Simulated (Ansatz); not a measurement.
Two isomers of CH6BClGe: A = `B[CH](Cl)[GeH3]`, B = `C[B](Cl)[GeH3]`.

Program: Ansatz. Geometries: PBE0-D4/def2-TZVP. ΔE: electronic, gas phase. CBS: MP2 limit from def2 TZ/QZ plus the TZ coupled-cluster correction, frozen cores. Functionals use def2-TZVPP. B3LYP here is the variant with VWN-RPA as its local correlation; programs differ in this. For Ge outer-core shells are correlated without core-valence functions, which leaves a few kJ/mol of doubt a bond. Scalar relativity is left out up to krypton.

A:

```xyz
10

B     0.971   -1.059    0.441
C    -0.179   -0.159    0.859
Cl    0.149    1.135    2.037
Ge   -0.577    0.713   -0.919
H     0.701   -2.047   -0.182
H     2.108   -0.749    0.626
H    -1.123   -0.639    1.121
H    -1.516    1.877   -0.589
H     0.723    1.231   -1.548
H    -1.257   -0.303   -1.848
```

B:

```xyz
10

C    -0.401   -1.438    0.598
B     0.579   -0.383    0.020
Cl    2.272   -0.791   -0.202
Ge    0.005    1.530   -0.539
H    -1.006   -1.005    1.402
H     0.073   -2.356    0.950
H    -1.123   -1.698   -0.187
H     0.664    2.566    0.391
H    -1.520    1.730   -0.458
H     0.457    1.846   -1.975
```

(1) Which is lower in electronic energy at CCSD(T)/CBS, and by how much? (Best estimate.)

(2) Give E(B) − E(A) in kcal/mol with MP2/def2-TZVPP, r2SCAN-D4, PBE-D4, B3LYP, PBE0-D4, B3LYP-D4, CCSD/def2-TZVPP. (An estimate is asked.)

Largest T1 diagnostic: 0.012.

## Answers

(1) Computed: B, by 39.8 kcal/mol.

(2) Ansatz gave: MP2/def2-TZVPP -39.8, r2SCAN-D4 -41.8, PBE-D4 -41.1, B3LYP -40.7, PBE0-D4 -41.5, B3LYP-D4 -40.0, CCSD/def2-TZVPP -40.3. None reverses the order clearly.
